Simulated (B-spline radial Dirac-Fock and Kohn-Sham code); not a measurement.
# X-ray form factors of bismuth in several charge states

The computed values come from a radial B-spline solver: configuration-average Dirac-Fock orbitals.

Configurations: Bi³⁹⁺ [Kr] 4d8; Bi⁴⁰⁺ [Kr] 4d7; Bi⁴³⁺ [Kr] 4d4; Bi⁴⁴⁺ [Kr] 4d3; Bi⁴⁵⁺ [Kr] 4d2. The first column is f₀ of Bi³⁹⁺, the others are differences from it.

```
s (Å⁻¹)   Bi³⁹⁺  Δ Bi⁴⁰⁺  Δ Bi⁴³⁺  Δ Bi⁴⁴⁺  Δ Bi⁴⁵⁺
      0  44.000   -1.000   -4.000   -5.000   -6.000
   0.05  43.944   -0.997   -3.987   -4.984   -5.981
    0.1  43.779   -0.987   -3.949   -4.937   -5.925
   0.15  43.504   -0.970   -3.885   -4.858   -5.832
    0.2  43.125   -0.948   -3.798   -4.750   -5.704
   0.25  42.646   -0.919   -3.688   -4.614   -5.543
    0.3  42.072   -0.885   -3.557   -4.453   -5.351
   0.35  41.409   -0.847   -3.408   -4.269   -5.132
    0.4  40.667   -0.804   -3.242   -4.064   -4.889
   0.45  39.852   -0.758   -3.063   -3.841   -4.625
    0.5  38.974   -0.709   -2.872   -3.605   -4.344
    0.6  37.065   -0.605   -2.468   -3.104   -3.747
    0.7  35.016   -0.499   -2.052   -2.587   -3.131
    0.8  32.902   -0.396   -1.643   -2.078   -2.523
    0.9  30.788   -0.299   -1.259   -1.599   -1.950
      1  28.735   -0.213   -0.914   -1.168   -1.431
    1.1  26.787   -0.140   -0.616   -0.794   -0.981
    1.2  24.978   -0.080   -0.371   -0.485   -0.608
    1.4  21.848   -0.002   -0.040   -0.064   -0.094
    1.6  19.375   +0.031   +0.107   +0.127   +0.144
```
